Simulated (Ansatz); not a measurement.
Na₂F₂⁺, that is (NaF)2 ring with one electron fewer. Charge 1, multiplicity 2. Geometry PBE-D4/def2-TZVP, that of the neutral singlet; atoms count from 1.

Cartesian coordinates in Å:
```
Na 0.523 -1.291 -0.306
F -1.142 -0.649 0.787
Na -0.523 1.291 0.306
F 1.142 0.649 -0.787
```

Estimate the Mulliken populations from the PBE0/def2-TZVP orbitals of Ansatz.


```
atom  charge (e)  spin (α − β)
 Na1        0.87         -0.02
  F2       -0.37          0.52
 Na3        0.87         -0.02
  F4       -0.37          0.52
```
Mulliken values and Mayer orders depend strongly on the basis.

Where does the spin sit?

Summed by element: Na -0.04, F 1.04, of 1 unpaired in all. Largest on single atoms: F2 0.52, F4 0.52, Na1 -0.02.
